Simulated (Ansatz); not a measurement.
Geometry optimisation, Ansatz, RKS PBE-D4/def2-SVP.

The input (input.yaml):

```yaml
crystal:
  periodic: [false, false, false]
  atoms:
    - { symbol: Sn, position_ang: [0.0, 0.0, 0.0] }
    - { symbol: O, position_ang: [0.0, 0.0, 2.31] }
    - { symbol: H, position_ang: [-0.9095, -0.2814, 2.6471] }
    - { symbol: Cl, position_ang: [2.2726, 0.0, -0.8025] }
    - { symbol: Cl, position_ang: [-1.1351, 1.9666, -0.8025] }
    - { symbol: Cl, position_ang: [-1.1351, -1.9666, -0.8025] }
    - { symbol: Br, position_ang: [1.5084, -2.2905, 0.9113] }
    - { symbol: H, position_ang: [0.7248, -1.1007, 2.1414] }
basis:
  gaussian: { orbitals: def2-SVP }
hamiltonian:
  xc: pbe
  dispersion: d4
relax:
  f_tol: 0.15
  max_steps: 25
  restrain:
    - { distance: [0, 6], at: 2.59, k: 30.0 }
    - { distance: [7, 1], at: 1.01, k: 30.0 }
    - { distance: [0, 1], at: 3.16, k: 30.0 }
    - { distance: [7, 6], at: 2.75, k: 30.0 }
```

Launched with:

```bash
$ ansatz run input.yaml --threads 4 --pin off --max-ram 5120MiB --backend cpu --events-out ev --progress --plain --runs-dir out
```

**Question.** Where does it end, and by what steps?

**Answer.** The forces met the threshold. The restraints hold the end off the free minimum. After 17 steps the energy has fallen by 2.088 eV (the restraints' own energy left out); Cl5 moved furthest, 1.91 Å. Parted: Sn1–O2 (2.31 → 3.15 Å). Joined: O2–H8 (1.33 → 0.99 Å).

```csv
step,energy less start (eV),largest force component (eV/Å),accepted
0,0.0000,2.142,yes
1,0.0348,1.932,yes
2,-0.0347,1.890,yes
3,-0.5859,1.182,yes
4,-1.1630,0.854,yes
5,-1.3796,0.816,yes
6,-1.5860,1.037,yes
7,-1.7129,0.943,yes
8,-1.7808,1.007,yes
9,-1.7852,1.074,yes
10,-1.8216,0.548,yes
11,-1.8393,0.735,yes
12,-1.8575,1.133,yes
13,-1.9312,0.928,yes
14,-1.9912,0.613,yes
15,-2.0367,0.535,yes
16,-2.0411,1.286,yes
17,-2.0879,0.641,yes
```

```xyz
8
Properties=species:S:1:pos:R:3
Sn 0.068 -0.735 -0.410
O 0.717 0.318 2.488
H -0.167 0.714 2.625
Cl 1.975 0.565 -0.791
Cl -1.825 0.512 0.218
Cl -0.501 -1.678 -2.485
Br 0.446 -2.761 1.126
H 0.614 -0.607 2.831
```

Run time: 14 s on 4 threads of AMD EPYC 9R45 96-Core Processor (Zen 5), with other jobs on the host, peak memory 0.23 GiB.
